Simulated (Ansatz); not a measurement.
Calculated with Ansatz (gas phase, PBE0-D4/def2-TZVP geometries, no zero-point term in ΔE). CCSD(T)/CBS is the MP2 limit (def2-TZVPP, def2-QZVPP) plus CCSD(T) − MP2 in def2-TZVPP, frozen cores. Functionals use def2-TZVPP. B3LYP here is the variant with VWN-RPA as its local correlation; programs differ in this. HSE06 is defined as in plane-wave codes. Each species was taken in one conformer, which may not be the lowest.

Consider the substitution at a C–C bond: `CC(C)CCCl` + `NB(O)F` → `CC(C)OB(N)F` + `CCCl`.

(1) Is it downhill or uphill in electronic energy at CCSD(T)/CBS, and by how much? (Best estimate.)

(2) What do these levels give: PBE-D4, r2SCAN-D4, B3LYP-D4, r2SCAN0-D4, HSE06-D4, BHLYP-D4, B3LYP, r2SCAN0, BHLYP, RPA@PBE/def2-TZVPP, CCSD(T)/def2-TZVPP, CCSD/CBS(def2)? (An estimate is asked.)

Largest T1 diagnostic among the species: 0.011.

Results:

(1) The calculation gave: Uphill: ΔE = +0.28 eV.

(2) The calculation gave: PBE-D4 0.23, r2SCAN-D4 0.20, B3LYP-D4 0.17, r2SCAN0-D4 0.23, HSE06-D4 0.25, BHLYP-D4 0.17, B3LYP 0.11, r2SCAN0 0.22, BHLYP 0.12, RPA@PBE/def2-TZVPP 0.23, CCSD(T)/def2-TZVPP 0.27, CCSD/CBS(def2) 0.27 eV.

The D4 term adds +0.07 eV with B3LYP and +0.04 eV with PBE0; it sums over pairs of atoms, weighted by their polarisabilities, and B3LYP, whose exchange is more repulsive, gets the larger term. From BLYP to BHLYP (50 % exact exchange), in def2-TZVPP and without D4, ΔE moves by +0.05 eV.
